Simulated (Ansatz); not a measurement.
Ideal-gas functions of BH3Se, SMILES `B[SeH]` at 500 K and 1 bar, from an Ansatz frequency run at PBE0-D4/def2-TZVP.

Molar mass 92.8 g/mol, point group Cs (symmetry number 1), electronic degeneracy 1, moments of inertia 4.312, 44.369, 48.681 u Å². Harmonic wavenumbers (cm⁻¹, unscaled): 603, 606, 706, 878, 917, 1175, 2434, 2617, 2730.

Use S(trans) = R[1.5 ln M + 2.5 ln T − 1.1517]; rotational temperatures θ = 24.2544 K / I; S(rot) = R[ln(√π/σ · √(T³/θAθBθC)) + 1.5]; for each mode x = 1.438777 ν̃/T, S = R[x/(eˣ − 1) − ln(1 − e⁻ˣ)] and H = RT x/(eˣ − 1); 1 cm⁻¹ = 0.0119627 kJ/mol; R = 8.31446 J/(mol·K).

Problem. By hand: the entropy, in J/(mol·K).

Solution. Translation 176.1. Rotation: θ = 5.6249, 0.5467, 0.4982 K, giving 93.0. Vibration, mode by mode: 4.70, 4.67, 3.72, 2.52, 2.30, 1.28, 0.06, 0.04, 0.03, in all 19.3. Electronic 0.0. Sum 288.4 J/(mol·K).

Problem. By hand: H − E and G − E in kJ/mol, counted from the electronic energy.

Solution. Zero-point energy ½ × 12666 × 0.0119627 = 75.8; thermal vibration 6.7; translation, rotation and pV give 4 RT = 16.6. H − E = 99.1 kJ/mol, and G − E = 99.1 − 500 × 288.4/1000 = -45.1 kJ/mol.

Vibration gives 7 % of the entropy.
